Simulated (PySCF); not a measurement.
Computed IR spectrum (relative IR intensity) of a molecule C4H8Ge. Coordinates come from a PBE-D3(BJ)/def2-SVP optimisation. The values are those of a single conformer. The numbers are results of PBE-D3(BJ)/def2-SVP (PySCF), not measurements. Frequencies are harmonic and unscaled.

| ν (cm⁻¹) | relative intensity |
|---|---|
| 428 | 2.6 |
| 494 | 19 |
| 498 | 5.4 |
| 575 | 25 |
| 603 | 34 |
| 739 | 100 |
| 832 | 29 |
| 935 | 36 |
| 972 | 11 |
| 998 | 7.6 |
| 1000 | 6.2 |
| 1221 | 3.9 |
| 1365 | 10 |
| 2056 | 61 |
| 2067 | 79 |
| 3044 | 19 |
| 3073 | 6.9 |
| 3136 | 12 |

Which molecule gave these data?
A) C=[CH][GeH2][CH]=C
B) C1=C[CH2][GeH2][CH2]1
C) CC1=[CH][GeH2][CH2]1
D) [GeH3][C@@H]1C=CC1

A, C=[CH][GeH2][CH]=C
